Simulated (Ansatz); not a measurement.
Cartesian coordinates (Å):
SMILES: CC#CF
```xyz
7

C     -0.4935    -0.8498     0.2843
C      0.2375     0.4089     0.2302
C      0.8431     1.4518     0.1854
F      1.4908     2.5670     0.1375
H     -0.7945    -1.0898     1.3150
H      0.1220    -1.6823    -0.0880
H     -1.4053    -0.8057    -0.3299
```
Charge 0, multiplicity 1.

Computed with frozen-core CCSD(T)/cc-pVQZ // PBE-D3(BJ)/def2-TZVP run with Ansatz (a program for electronic structure).

```yaml
HF energy: -214.78311 Ha
MP2 correlation energy: -0.77730 Ha
```

### Question
Estimate the CCSD correlation energy, the (T) correction, the total energy and the T1 diagnostic.

### Answer

The CCSD correlation energy comes out as -0.78656 Ha. The (T) correction comes out as -0.03488 Ha, the CCSD(T) total energy comes out as -215.60455 Ha and the T1 diagnostic is 0.012.
